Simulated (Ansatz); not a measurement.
The same path of CH6SiTe (9 atoms, charge 0, multiplicity 1) was run twice with different band settings. The coordinate that changes most is the dihedral H4–C1–Si2–Te3.

Method: Ansatz, RKS PBE-D4/def2-SVP.

Relaxed end points:

```xyz
9
Properties=species:S:1:pos:R:3
C -0.801 0.733 -0.611
Si 0.383 -0.697 -0.268
Te 2.009 -0.184 1.601
H -1.472 0.481 -1.458
H -0.237 1.653 -0.864
H -1.428 0.943 0.279
H 1.277 -0.964 -1.449
H -0.387 -1.951 0.049
H 0.744 -0.059 2.704
```

```xyz
9
Properties=species:S:1:pos:R:3
C -0.955 0.591 -0.532
Si 0.301 -0.768 -0.161
Te 2.393 0.124 0.948
H -0.504 1.374 -1.173
H -1.302 1.068 0.407
H -1.839 0.166 -1.053
H 0.817 -1.401 -1.426
H -0.319 -1.839 0.696
H 1.496 0.638 2.277
```

Common settings: movable images 5; climbing image yes; spring 5.0 eV/Å²; start path IDPP; force threshold 0.05 eV/Å; iteration limit 60; end points relaxed.

| run | optimiser | largest step |
| --- | --- | --- |
| 1 | quadratic models (default) | default |
| 2 | fire | 0.02 Å |

Question: What does each run give, and how far can it be trusted?

Answer: Run 1: converged after 4 iterations, highest image 0.070 eV above the first end. A vibrational analysis at the climbing image gives one clearly imaginary mode, 167i cm⁻¹: a first-order saddle point.
Run 2: converged after 15 iterations, highest image 0.071 eV above the first end. Another band between the same ends (5 images) ends at a top of the same energy, where a vibrational analysis finds 1 clearly imaginary mode.
